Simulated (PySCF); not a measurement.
Question: Give a GFN2-xTB geometry of `[H]/N=C/[C@@H](F)C[C@H](F)C#N`.

Answer: 
```
atom  x, y, z in Å
N1    -3.4944   -0.6594    1.3508
C2    -2.7321   -0.3566    0.5574
C3    -1.7469    0.0224   -0.4424
F4    -1.9295    1.3456   -0.7923
C5    -0.3294   -0.1784    0.0991
C6     0.7181    0.0607   -0.9847
F7     0.6315   -0.9320   -1.9425
C8     2.1191    0.0940   -0.4405
N9     2.3412    0.5833    0.6892
H10   -1.9115   -0.5685   -1.3563
H11   -0.1342    0.5217    0.9123
H12   -0.2318   -1.1980    0.4758
H13    0.5181    1.0062   -1.5114
H14    2.8636   -0.3269   -1.1273
H15    3.3137    0.5939    0.9852
```

Any rigid rotation of these coordinates is as good. Atoms count from 1 in this order. Of the pairs four or more bonds apart, N9···H11 is among the closest relative to their van der Waals radii: 2.49 Å, 90 % of the sum of Bondi's values. The 2 C–N bonds span 1.141 Å (N1≡C2, drawn triple) to 1.251 Å (C8=N9, drawn double), a spread of 0.110 Å. The 4 C–C bonds span 1.454 Å (C2–C3, drawn single) to 1.531 Å (C3–C5, drawn single), a spread of 0.077 Å. N9 (imine nitrogen) is bent (angle 115.9°).

Bonds between heavy atoms (Å): N1≡C2 1.141, C2–C3 1.454, C3–F4 1.381, C3–C5 1.531, C5–C6 1.526, C6–F7 1.382, C6–C8 1.503, C8=N9 1.251.

Structure optimised with GFN2-xTB, isolated species.

Point group: C1 (no symmetry element, even within 0.4 Å). No frequency check. The numbers are those of one conformer (C2–C3–C5–C6 174°, C3–C5–C6–F7 -68°, C5–C6–C8–N9 -35°).

The numbers are calculated, not measured.
